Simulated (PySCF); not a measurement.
From one molecule to another.

First species: C5H4NPS.
SMILES: `Cc1scpc1C#N`

Second species: 3-fluoropropenenitrile, C3H2FN.
Structure used (GFN2-xTB), in Å, numbered top down from 1:
```
atom  x, y, z in Å
N1     2.5062   -0.3389   -0.2241
C2     1.4202    0.0145   -0.1333
C3     0.0967    0.4794   -0.0236
C4    -0.9297   -0.3556    0.0897
F5    -2.1795    0.0890    0.1904
H6    -0.0446    1.5512   -0.0391
H7    -0.8660   -1.4348    0.1129
```

Levels: wB97X-D/def2-SVPD for dipole moment, HOMO energy, LUMO energy, HOMO–LUMO gap, static isotropic polarisability and electronic spatial extent ⟨r²⟩ about the centre of nuclear charge; TDDFT wB97X-D/def2-SVPD for lowest singlet excitation; TDA wB97X-D/def2-SVPD for lowest triplet excitation (Tamm–Dancoff); GFN2-xTB for rotational constant A and rotational constant C. Geometries: GFN2-xTB. All species are isolated and taken at one optimised geometry, non-relativistic unless stated; the electronic structure was computed with PySCF and density fitting.

**Question.** Which has the higher LUMO energy?

**Answer.** The second: 0.10 eV against -0.26 eV, a difference of 0.36 eV.

**Question.** Which has the higher static isotropic polarisability?

**Answer.** The first: 102.8 au against 41.9 au, a difference of 60.9 au.

**Question.** Which has the higher T1 energy?

**Answer.** The second: 3.89 eV against 3.13 eV, a difference of 0.76 eV.

**Question.** Which has the higher HOMO–LUMO gap?

**Answer.** The second: 10.37 eV against 8.95 eV, a difference of 1.42 eV.

**Question.** Which has the higher rotational constant A?

**Answer.** The second: 50.202 GHz against 2.217 GHz, a difference of 47.985 GHz.

**Question.** Which of the two has the higher ⟨r²⟩, and by how much?

**Answer.** The first: 1234 bohr² against 473 bohr², a difference of 761 bohr².

**Question.** Which has the higher dipole moment?

**Answer.** The first: 4.74 D against 2.79 D, a difference of 1.95 D.

**Question.** Which has the higher HOMO energy?

**Answer.** The first: -9.21 eV against -10.27 eV, a difference of 1.06 eV.

On the first: The polarisability is 15.23 Å³ as a volume (1 au = 0.148185 Å³), or 1.43 au for each of the 72 electrons. The 8 singlets span 4.97 to 6.23 eV, and their oscillator strengths add up to 0.62.

On the second: No computed singlet falls in the visible range (750 to 380 nm, 1.65 to 3.26 eV); S1 lies 3.22 eV above its blue end. The vertical singlet–triplet gap S1 − T1 is 2.59 eV (TDDFT singlet less Tamm–Dancoff triplet; S1: HOMO→LUMO, weight 0.91; T1: HOMO→LUMO, weight 0.95).
